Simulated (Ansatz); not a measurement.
Process, species as SMILES: [O+]#[C-]->[Au][Cl] → [O+]#[C-]->[Au][Cl] as doublet, charge -1 (an electron is taken up)

Wanted: adiabatic electron affinity (0 K, with zero-point energies), in eV. Positive where the reaction releases energy. Set-up: no dispersion term unless named; LANL2DZ with its own core potentials from Na on; def2 sets with scalar-relativistic core potentials past Kr; frozen cores in correlated levels (noble-gas shells and the d and f shells of earlier blocks); no spin-orbit coupling; UHF or UKS for open shells; six Cartesian d functions in 6-31G* and its kin unless marked 5d. Ab initio and DFT rows: single points at B3LYP-D3(BJ) geometries (Ansatz, an electronic-structure program), with unscaled harmonic terms from B3LYP/6-31G* (LANL2DZ past Ar) at its own minima. The spin state of an ion or metal species was assumed, not searched.

```tsv
level	program	adiabatic electron affinity (0 K, with zero-point energies) (eV)
HF/6-31G* with LANL2DZ past Ar	Ansatz	0.59
SVWN5/6-31G* with LANL2DZ past Ar	Ansatz	1.07
B3LYP/def2-SVP	Ansatz	0.89
B3LYP/6-31G* with LANL2DZ past Ar	Ansatz	1.20
PBE0/6-31G* with LANL2DZ past Ar	Ansatz	1.11
MP2/6-31G* with LANL2DZ past Ar	Ansatz	0.37
B3LYP/def2-TZVPD	Ansatz	1.13
B3LYP-D3(BJ)/def2-TZVPD	Ansatz + dftd3	1.12
wB97M-V/def2-TZVPD	Ansatz	0.86
```

No value to compare with is used here. The 6 habitual levels span 0.37 (MP2/6-31G* with LANL2DZ past Ar) to 1.20 eV (B3LYP/6-31G* with LANL2DZ past Ar); B3LYP/def2-TZVPD gives 1.13.

The levels are drawn from those run, B3LYP/6-31G* more often than the rest, none by its result; runs whose electronic state is in doubt are left out.
